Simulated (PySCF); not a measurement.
dimethyl thioether (C₂H₆S), singlet, at a GFN2-xTB geometry; BLYP/6-31G, TDA (PySCF).

Input for PySCF:
```python
from pyscf import gto, scf, dft, tdscf

mol = gto.Mole()
mol.atom = '''
    C    -0.00785030    1.37740407   -0.51360720
    S     0.00254915   -0.00233310    0.66481604
    C     0.00387440   -1.37376512   -0.52330710
    H    -0.00953359    2.29198623    0.06939964
    H     0.88368653    1.33243683   -1.13329467
    H    -0.90367752    1.32479552   -1.12646809
    H     0.01000382   -2.29241661    0.05323624
    H    -0.89238709   -1.32447364   -1.13580872
    H     0.89497696   -1.31683233   -1.14263530
'''
mol.basis = '6-31g'
mol.verbose = 4
mol.build()

mf = dft.RKS(mol)
mf.xc = 'blyp'
mf.kernel()
td = mf.TDA()
td.nstates = 5
td.kernel()
td.analyze()
```

The log (banner, timings and long lists left out):

```
PySCF version 2.14.0

[INPUT] verbose = 4
[INPUT] num. atoms = 9
[INPUT] num. electrons = 34
[INPUT] charge = 0
[INPUT] spin (= nelec alpha-beta = 2S) = 0
[INPUT] symmetry False subgroup None
[INPUT] Mole.unit = angstrom
[INPUT] Symbol           X                Y                Z      unit          X                Y                Z       unit  Magmom
[...]
nuclear repulsion = 110.920623758639
number of shells = 29
number of NR pGTOs = 114
number of NR cGTOs = 43
basis = 6-31g
ecp = {}

******** <class 'pyscf.dft.rks.RKS'> ********
method = RKS
initial guess = minao
damping factor = 0
level_shift factor = 0
DIIS = <class 'pyscf.scf.diis.CDIIS'>
diis_start_cycle = 1
diis_space = 8
diis_damp = 0
SCF conv_tol = 1e-09
SCF conv_tol_grad = None
SCF max_cycles = 50
direct_scf = True
direct_scf_tol = 1e-13
XC library pyscf.dft.libxc version 7.1.2
    S. Lehtola, C. Steigemann, M. J. T. Oliveira, and M. A. L. Marques,  SoftwareX 7, 1–5 (2018)
XC functionals = blyp
    A. D. Becke,  Phys. Rev. A 38, 3098 (1988)
    C. Lee, W. Yang, and R. G. Parr,  Phys. Rev. B 37, 785 (1988)
    B. Miehlich, A. Savin, H. Stoll, and H. Preuss,  Chem. Phys. Lett. 157, 200 (1989)
radial grids:
    Treutler-Ahlrichs [JCP 102, 346 (1995); DOI:10.1063/1.469408] (M4) radial grids

becke partition: Becke, JCP 88, 2547 (1988); DOI:10.1063/1.454033
pruning grids: <function nwchem_prune>
grids dens level: 3
symmetrized grids: False
atomic radii adjust function: <function treutler_atomic_radii_adjust>
small_rho_cutoff = 0
Set gradient conv threshold to 3.16228e-05
Initial guess from minao.
tot grids = 105968
init E= -477.893545309066
[...]
cycle= 1 E= -477.840120490272  delta_E= 0.0534  |g|= 0.38  |ddm|=  2.7
[...]
cycle= 2 E= -477.80060582093  delta_E= 0.0395  |g|= 0.539  |ddm|= 1.03
[...]
cycle= 3 E= -477.881987278714  delta_E= -0.0814  |g|= 0.0557  |ddm|= 0.567
[...]
cycle= 4 E= -477.88300833048  delta_E= -0.00102  |g|= 0.0156  |ddm|= 0.131
[...]
cycle= 5 E= -477.883092314385  delta_E= -8.4e-05  |g|= 0.00134  |ddm|= 0.0265
[...]
cycle= 6 E= -477.883093024709  delta_E= -7.1e-07  |g|= 0.000217  |ddm|= 0.00317
[...]
cycle= 7 E= -477.883093044408  delta_E= -1.97e-08  |g|= 1.7e-05  |ddm|= 0.000471
[...]
cycle= 8 E= -477.883093044492  delta_E= -8.38e-11  |g|= 1.59e-06  |ddm|= 1.8e-05
[...]
Extra cycle  E= -477.883093044491  delta_E= 4.55e-13  |g|= 2.19e-06  |ddm|= 4.52e-06
converged SCF energy = -477.883093044491

******** <class 'pyscf.tdscf.rks.TDA'> for <class 'pyscf.dft.rks.RKS'> ********
nstates = 5 singlet
deg_eia_thresh = 1.000e-03
wfnsym = None
conv_tol = 1e-05
eigh lindep = 1e-12
eigh level_shift = 0
eigh max_cycle = 100

Excitation energies (eV)
[5.89646493 6.62227372 7.23718125 7.73742221 8.05277775]

** Singlet excitation energies and oscillator strengths **
Excited State   1:      5.89646 eV    210.27 nm  f=0.0000
      17 -> 18        0.70663
Excited State   2:      6.62227 eV    187.22 nm  f=0.0018
      17 -> 19        0.46038
      17 -> 20        0.53622
Excited State   3:      7.23718 eV    171.32 nm  f=0.0049
      17 -> 19        0.53404
      17 -> 20       -0.45870
Excited State   4:      7.73742 eV    160.24 nm  f=0.0072
      17 -> 21        0.70661
Excited State   5:      8.05278 eV    153.96 nm  f=0.0610
      17 -> 22        0.69908

** Transition electric dipole moments (AU) **
state          X           Y           Z        Dip. S.      Osc.
  1         0.0000     -0.0000      0.0000      0.0000      0.0000
  2         0.1063      0.0005     -0.0004      0.0113      0.0018
  3        -0.1662     -0.0007      0.0006      0.0276      0.0049
  4         0.1944      0.0008     -0.0007      0.0378      0.0072
  5         0.0021     -0.0019      0.5559      0.3090      0.0610

** Transition velocity dipole moments (imaginary part, AU) **
state          X           Y           Z        Dip. S.      Osc.
  1        -0.0000     -0.0000      0.0000      0.0000      0.0000
  2         0.0349      0.0001     -0.0001      0.0012      0.0033
  3         0.0362      0.0002     -0.0001      0.0013      0.0033
  4         0.0324      0.0001     -0.0001      0.0011      0.0025
  5         0.0004     -0.0004      0.1041      0.0108      0.0244

** Transition magnetic dipole moments (imaginary part, AU) **
state          X           Y           Z
  1        -0.0025      0.0023     -0.6514
  2        -0.0029      0.6885      0.0024
  3        -0.0017      0.4012      0.0014
  4        -0.0024      0.5657      0.0020
  5         0.0000      0.0000      0.0000
```
